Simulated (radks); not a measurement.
The numbers below are computed, except where a source is named.
Ionisation of Hg76+, [He] 2s2, to Hg77+, [He] 2s1, under several functionals. Dirac Kohn-Sham, spin-unpolarised, spherical densities, point nucleus; a radial shooting solver on a logarithmic mesh with Libxc functionals.

| functional | E(Hg76+) (hartree) | Exc (hartree) | IE (eV) | -e(HOMO) (eV) | <r> HOMO (bohr) | IE error (eV) |
|---|---|---|---|---|---|---|
| OLYP | -8728.3413 | -77.2996 | 23261 | 23097 | 0.06643 | +91.2 |
| BLYP | -8728.7427 | -77.7023 | 23265 | 23097 | 0.06642 | +94.6 |
| revPBE | -8728.9584 | -77.9191 | 23263 | 23095 | 0.06642 | +93.0 |
| HCTH/407 | -8725.8340 | -74.7789 | 23260 | 23096 | 0.06643 | +89.6 |
| PW91 | -8728.4065 | -77.3640 | 23264 | 23096 | 0.06642 | +94.1 |

NIST Atomic Spectra Database: 23170 eV (theoretical). Closest: HCTH/407. The Delta-SCF values span 5.02 eV, the total energies 3.12 hartree. The highest occupied level is 2s1/2. Spin polarisation and multiplet splitting are left out, so open shells lie too high by an amount that depends on their filling. Nuclear size, the Breit interaction and QED, all absent here, shift the 1s and 2s values of heavy ions.

Beside tabulated values, note that spin-unpolarised runs miss the spin-polarisation part of the exchange energy of open shells.
